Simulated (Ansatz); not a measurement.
`[OH][Zn][SiH3]` + HCl → `[SiH3][Zn][Cl]` + H₂O at 400 K and 1 bar (ligand exchange at a Zn–O bond).

Isolated molecules relaxed with PBE0-D4/def2-TZVP in Ansatz; ΔE leaves out vibrations. CBS: MP2 limit from def2 TZ/QZ plus the TZ coupled-cluster correction, frozen cores. This one scheme is used for every species. For Zn outer-core shells are correlated without core-valence functions, which leaves a few kJ/mol of doubt a bond. Scalar relativity is left out up to krypton. One conformer a species, not always the lowest.

```csv
species,CCSD(T)/CBS energy (Eh),H − E (kJ/mol),S (J/(mol·K))
`[OH][Zn][SiH3]`,-2145.05450,125.7,366.0
HCl,-460.38127,29.6,195.4
`[SiH3][Zn][Cl]`,-2529.09474,93.3,338.6
H₂O,-76.37941,69.8,198.6
```

H − E and S are ideal-gas, rigid-rotor, harmonic terms from PBE0-D4/def2-TZVP, for one conformer and one mirror image of each species. 1 Eh = 2625.50 kJ/mol, R = 8.31446 J/(mol·K).

Question: By hand: ΔE, ΔH, ΔS and ΔG.

Answer: ΔE = (-2529.09474) + (-76.37941) − (-2145.05450) − (-460.38127) = -0.03838 Eh = -100.8 kJ/mol. Δ(H − E) = 93.3 + 69.8 − 125.7 − 29.6 = 7.8, so ΔH = -93.0 kJ/mol. ΔS = 338.6 + 198.6 − 366.0 − 195.4 = -24.2 J/(mol·K). ΔG = -93.0 − 400 × (-24.2)/1000 = -83.3 kJ/mol.

Question: By hand: the equilibrium constant, and the temperature at which ΔG would vanish if ΔH and ΔS stayed fixed.

Answer: log₁₀ K = −ΔG/(RT ln 10) = 10.9. ΔG = 0 at ΔH/ΔS = 3843 K, far beyond where these terms or the molecules hold.

ΔH outweighs TΔS. A doubt of 5 kJ/mol in ΔE shifts log₁₀ K by 0.7 here. Other conformers and mirror images would add mixing entropy, several J/(mol·K) or more a flexible species. Modes under 60 cm⁻¹, often nearly free rotors, make the harmonic entropy too high. These are equilibria of isolated gas molecules and say nothing of rates. Largest T1 diagnostic: 0.016 (customary marks: 0.02 for closed shells, 0.045 for open ones).
